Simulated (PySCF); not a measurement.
Atoms are numbered as in `[CH3:1][CH2:2][N:3]([CH3:4])[c:5]1[cH:6][cH:7][cH:8][cH:9][cH:10]1`. Hydrogens are named by the atom that carries them.

[PySCF: PBE0/pcSseg-1 with gauge-including orbitals; structure optimised with GFN2-xTB; non-relativistic; gas phase; averaged over atoms made equivalent by symmetry, fast rotation or ring inversion; a single conformation]

Shifts are taken against calculated references (same method and geometry level): 13C (σref 186.93) and 1H (σref 31.72) vs TMS; NH3 for 15N (σref 267.73).

```tsv
atoms	nucleus	count	Hirshfeld charge	δ (ppm)
C5	13C	1	0.05	150.9
H(C2)	1H	2	0.04	?
N3	15N	1	-0.05	?
C2	13C	1	-0.02	49.6
H(C7)/H(C9)	1H	2	0.05	7.51
C1	13C	1	-0.12	10.8
H(C6)/H(C10)	1H	2	0.04	?
C8	13C	1	-0.08	120.3
H(C4)	1H	3	0.04	?
C6/C10	13C	2	-0.08	114.4
C4	13C	1	-0.06	40.3
C7/C9	13C	2	-0.05	135.1
H(C1)	1H	3	0.04	1.06
H(C8)	1H	1	0.04	6.90
```

**Question.** Estimate the values marked ?.

**Answer.** 
- H(C6)/H(C10): 6.68 ppm, hydrogen on an aromatic CH; ortho or para to a lone-pair donor, hence upfield of benzene
- H(C2): 3.53 ppm, hydrogen on an sp3 CH2 bonded to N; its carbon carries N, an electronegative neighbour
- H(C4): 3.05 ppm, hydrogen on a methyl carbon bonded to N; its carbon carries N, which withdraws density
- N3: 78.8 ppm, aniline-type nitrogen

Shifts are as computed. Against solution values, carbons near 30 ppm lie about +3 ppm off and those near 130 ppm about +5 ppm. Of 1211 compounds with measured shifts, 218 miss one by over three times the rms of a fit or turn the order of signals round; such compounds aren't used in these exercises. Experimental scales use liquid or dissolved standards, which lie at an offset from isolated NH3 (liquid NH3: subtract about 20 ppm).
